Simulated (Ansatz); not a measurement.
The lowest singlet and triplet of CHBr (SMILES [CH]Br); geometries from B3LYP-D3(BJ)/def2-TZVP, each state relaxed from the structure named, with no frequency check.
Singlet (charge 0, multiplicity 1):
```xyz
3

C     -1.42775     0.60633     0.00000
Br     0.30285    -0.09473     0.00000
H     -2.03316    -0.32254     0.00000
```
Triplet (charge 0, multiplicity 3):
```xyz
3

C     -1.4461     0.3920     0.0000
Br     0.3135    -0.0591     0.0000
H     -2.2943    -0.2828     0.0000
```

| level | gap E(singlet) − E(triplet), adiabatic (eV) | cost |
|---|---|---|
| R-HF/cc-pVDZ | 0.725 | - |
| U-HF/cc-pVDZ (spin-contaminated) | 0.414 | - |
| U-HF/cc-pVQZ (spin-contaminated) | 0.421 | - |
| U-PBE/def2-TZVPP (spin-contaminated) | -0.148 | ×2 |
| R-B3LYP/def2-TZVPP | -0.137 | ×1 |
| R-wB97X-V/def2-TZVPP | -0.156 | ×3 |
| U-wB97M-V/def2-TZVPP | -0.246 | ×9 |
| R-B2PLYP/def2-TZVPP | -0.134 | ×2 |
| U-B2PLYP/def2-TZVPP (spin-contaminated) | -0.123 | ×4 |
| R-MP2/cc-pVTZ | -0.056 | - |
| R-MP2/cc-pVQZ | -0.102 | - |
| R-SCS-MP2/cc-pVTZ | -0.247 | - |
| U-SCS-MP2/cc-pVTZ (spin-contaminated) | -0.057 | - |
| U-CCSD(T)/cc-pVTZ (spin-contaminated) | -0.158 | ×6 |
| R-CCSD(T)/cc-pVQZ | -0.220 | ×10 |
| R-CCSDT(Q)/cc-pVDZ | -0.163 | ×9 |
| SA-CASSCF(2,2)/cc-pVDZ | 0.197 | - |
| FIC-NEVPT4(SD) on SA-CASSCF(2,2)/cc-pVDZ | -0.068 | - |
| FIC-NEVPT4(SD) on SA-CASSCF(2,2)/cc-pVQZ | -0.163 | - |
| FIC-MRCISD+Q on SA-CASSCF(2,2)/cc-pVQZ | -0.192 | - |

The rows run from -0.247 (R-SCS-MP2/cc-pVTZ) to 0.725 eV (R-HF/cc-pVDZ). From cc-pVTZ to cc-pVQZ R-MP2 changes by -0.046. The 3 R-functionals in def2-TZVPP without D3 or D4 span 0.021, from R-wB97X-V to R-B2PLYP.

A positive gap puts the triplet lower; no zero-point energy. R- takes a restricted singlet. U- takes an unrestricted singlet (broken symmetry where lower, unprojected). The triplet is unrestricted in single-reference levels. Active spaces average the two states.

Correlated levels freeze the cores. Filled d and f shells under p-block atoms count as core.

Doubts at one or more of the structures used: a restricted determinant that unrestricted orbitals would lower (R-HF/cc-pVDZ, R-B3LYP/def2-TZVPP, R-wB97X-V/def2-TZVPP, R-B2PLYP/def2-TZVPP, R-MP2/cc-pVTZ, R-MP2/cc-pVQZ, R-SCS-MP2/cc-pVTZ, R-CCSD(T)/cc-pVQZ, R-CCSDT(Q)/cc-pVDZ); T1 above 0.05 (U-CCSD(T)/cc-pVTZ (spin-contaminated)).

Codes used: Ansatz (a quantum-chemistry and plane-wave program). Each number belongs to the level named beside it.

Costs are rough ratios of core time to R-PBE/def2-TZVPP (about 2.8 s over the structures, on one shared machine); a dash marks a level with no comparable run of its own.
